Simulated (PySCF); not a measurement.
**NMR problem set**

One computed conformer, fast rotation and ring inversion assumed for equivalent nuclei, no solvent model, non-relativistic. Shieldings: GIAO PBE0/pcSseg-1; geometry: GFN2-xTB; PySCF 2.14.

δ = σ(ref) − σ, references computed at the same level: TMS for ¹H (σ = 31.72 ppm), ¹³C (σ = 186.93 ppm). Splittings of carbon signals by F and P are missing where no couplings were computed. Where no couplings were computed, multiplicities follow the n + 1 count of equivalent neighbours, and m marks all less simple cases (inequivalent or close neighbours, rings, F or P nearby). Shifts are as computed. Against solution values, carbons near 30 ppm lie about +3 ppm off and those near 130 ppm about +5 ppm. Of 1211 compounds with measured shifts, 218 miss one by over three times the rms of a fit or turn the order of signals round; such compounds aren't used in these exercises.

**Question.** C7H11N. ¹H NMR (400 MHz, computed): δ 2.54 (m, 2H), 2.37 (m, 1H), 2.23 (m, 1H), 2.14 (d, 2H), 1.17 (m, 2H), 1.11 (d, 3H). ¹³C{¹H} NMR (computed): δ 123.3 (C), 36.1 (CH2), 29.0 (CH), 26.4 (CH2), 26.0 (CH3), 26.0 (CH). What is it?

**Answer.** `C(C[C@H]1C[C@@H](C)C1)#N`. Rings plus π bonds: 3 (1 ring in the answer). 6 carbon signals for 7 carbons: some carbons are equivalent by symmetry or fast rotation. Carbon types of the structure: 1 × C, 2 × CH, 3 × CH2, 1 × CH3, which accounts for all hydrogens. δC 123.3: nitrile carbon; this is the usual window of a C≡N carbon, which has no attached hydrogen. δC 36.1: sp3 CH2 in a ring; aliphatic region, no heteroatom directly attached. δC 26.4: sp3 CH2 α to a nitrile; saturated and bonded to C and H only. δH 1.11: hydrogen on a methyl carbon; far from electronegative atoms and π systems.

The shifts were computed for this structure.

**Question.** C6H9FO. ¹H NMR (300 MHz, computed): δ 5.03 (m, 1H), 3.23 (m, 1H), 2.84 (m, 1H), 1.89 (m, 1H), 1.68 (m, 1H), 1.54 (m, 1H), 1.20 (d, 3H). ¹³C{¹H} NMR (computed): δ 98.2 (CH), 55.3 (CH), 55.2 (CH), 36.3 (CH), 35.3 (CH2), 17.4 (CH3). Identify the compound.

**Answer.** SMILES C[C@@H]1C[C@H](F)[C@@H]2O[C@@H]21. Rings plus π bonds: 2 (2 rings in the answer). 6 carbon signals for 6 carbons: no two carbons are equivalent. Carbon types of the structure: 4 × CH, 1 × CH2, 1 × CH3, which accounts for all hydrogens. δC 98.2: sp3 CH bonded to F; the inductive effect lowers its shielding. δC 17.4: methyl carbon; a saturated carbon with 1 carbon neighbour and no heteroatom attached. δH 5.03: hydrogen on an sp3 CH bonded to F; its carbon carries F, hence the downfield position. δH 3.23, 2.84: hydrogen on an epoxide ring carbon; its carbon carries O, hence the downfield position.

The shifts were computed for this structure.
